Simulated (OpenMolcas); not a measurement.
An OpenMolcas run meant for Nd V (ANO-R3, X2C; inactive shells 1s 2s 2p 3s 3p 3d 4s 4p 4d 5s 5p; intended active space 2 electrons in 7 orbitals (4f)). One step of its input:

```
&CASPT2
Multistate=21 1 2 3 4 5 6 7 8 9 10 11 12 13 14 15 16 17 18 19 20 21
Frozen=14 9
IPAE=0.25
Imaginary=0.1
MaxIter=60
WThr=0.0 0.3 0.05
PrWF=0.5
NoMix
```

Lines from the output:

```
|        MOLCAS_PRINT = 2
  |       MOLCAS_SOURCE = <dir>
  |    MOLCAS_STRUCTURE = 0
  |
   --------------------------------------------------------------------------------------
++ ---------   Input file   ---------
>>> COPY JOB001 $Project.JobIph
&CASPT2
Multistate=21 1 2 3 4 5 6 7 8 9 10 11 12 13 14 15 16 17 18 19 20 21
Frozen=14 9
IPAE=0.25
Imaginary=0.1
MaxIter=60
WThr=0.0 0.3 0.05
PrWF=0.5
NoMix
-- ----------------------------------
>>> COPY JOB001 a.JobIph
*** symbolic link created: INPORB -> a.RasOrb
--- Start Module: caspt2 at  ---
()()()()()()()()()()()()()()()()()()()()()()()()()()()()()()()()()()()()()()()()()()()()()()()()()()
                                              &CASPT2
                                   only a single process is used
                       available to each process: 2.3 GB of memory, 1 thread
()()()()()()()()()()()()()()()()()()()()()()()()()()()()()()()()()()()()()()()()()()()()()()()()()()
 ###    ERROR: Unrecognized keyword: IPAE                                    ###
--- Stop Module: caspt2 at  /rc=_RC_INPUT_ERROR_ ---
.####################.
.# User input error #.
.####################.
```

What is wrong with the input?

A keyword is misspelt. OpenMolcas reads the first four letters of a keyword, so the setting is refused or falls back to its default.
